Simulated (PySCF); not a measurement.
## Orbital picture of PbCl⁻

B2PLYP at R = 2.713 Å; PySCF, scalar-relativistic core potentials, basis sets Pb def2-SVPD with ECP60, Cl def2-SVPD. State: ³Σ⁻ (triplet), unpaired electrons π ↑↑. Only the outer orbitals are listed, counted within each symmetry, core potentials removing the inner ones.

```json
{"spin": "α", "orbital": "7σ", "occ.": "1", "ε (eV)": "-18.17", "on Pb (%)": "5", "main shells (%)": "95 Cl s"}
{"spin": "α", "orbital": "8σ", "occ.": "1", "ε (eV)": "-9.70", "on Pb (%)": "89", "main shells (%)": "89 Pb s, 9 Cl p"}
{"spin": "α", "orbital": "9σ", "occ.": "1", "ε (eV)": "-4.33", "on Pb (%)": "20", "main shells (%)": "80 Cl p, 12 Pb p"}
{"spin": "α", "orbital": "4π", "occ.": "1", "ε (eV)": "-4.32", "on Pb (%)": "3", "main shells (%)": "97 Cl p"}
{"spin": "α", "orbital": "4π", "occ.": "1", "ε (eV)": "-4.32", "on Pb (%)": "3", "main shells (%)": "97 Cl p"}
{"spin": "α", "orbital": "5π", "occ.": "1", "ε (eV)": "-0.35", "on Pb (%)": "97", "main shells (%)": "96 Pb p"}
{"spin": "α", "orbital": "5π", "occ.": "1", "ε (eV)": "-0.35", "on Pb (%)": "97", "main shells (%)": "96 Pb p"}
{"spin": "α", "orbital": "10σ", "occ.": "0", "ε (eV)": "3.92", "on Pb (%)": "83", "main shells (%)": "76 Pb s, 13 Cl s, 10 Pb d"}
{"spin": "β", "orbital": "7σ", "occ.": "1", "ε (eV)": "-18.09", "on Pb (%)": "5", "main shells (%)": "95 Cl s"}
{"spin": "β", "orbital": "8σ", "occ.": "1", "ε (eV)": "-8.07", "on Pb (%)": "81", "main shells (%)": "81 Pb s, 17 Cl p"}
{"spin": "β", "orbital": "4π", "occ.": "1", "ε (eV)": "-4.14", "on Pb (%)": "1", "main shells (%)": "99 Cl p"}
{"spin": "β", "orbital": "4π", "occ.": "1", "ε (eV)": "-4.14", "on Pb (%)": "1", "main shells (%)": "99 Cl p"}
{"spin": "β", "orbital": "9σ", "occ.": "1", "ε (eV)": "-4.11", "on Pb (%)": "26", "main shells (%)": "74 Cl p, 17 Pb s, 9 Pb p"}
{"spin": "β", "orbital": "5π", "occ.": "0", "ε (eV)": "4.13", "on Pb (%)": "93", "main shells (%)": "89 Pb p"}
{"spin": "β", "orbital": "5π", "occ.": "0", "ε (eV)": "4.13", "on Pb (%)": "93", "main shells (%)": "89 Pb p"}
{"spin": "β", "orbital": "10σ", "occ.": "0", "ε (eV)": "4.15", "on Pb (%)": "86", "main shells (%)": "94 Pb s, 15 Pb d, 9 Cl s"}
```

Which are the highest filled and the lowest empty level, where do they sit, and how wide is the gap?

Highest filled α 5π at -0.35 eV (in %: 96 Pb p); lowest empty α 10σ at 3.92 eV (in %: 76 Pb s, 13 Cl s, 10 Pb d); the gap at B2PLYP is 4.27 eV. An empty level above zero is unbound, and its energy depends on the basis.

```
bond order (Mayer)                                                                                                 : 0.36
⟨S²⟩                                                                                                               : 2.005
charge on Pb (Mulliken, basis-dependent)                                                                           : -0.17
charge on Pb (Löwdin, basis-dependent)                                                                             : -0.26
dipole moment (positive dipole points towards Cl; it is taken about the centre of mass and depends on that origin) : -5.12 D
```

Correlated steps freeze 9 core orbitals. These are scalar-relativistic numbers at best; spin–orbit coupling would shift them, the dissociation energy most. B2PLYP dipoles, levels and charges come from its SCF part alone. The state was picked by a PBE0 search and need not be the measured ground state.
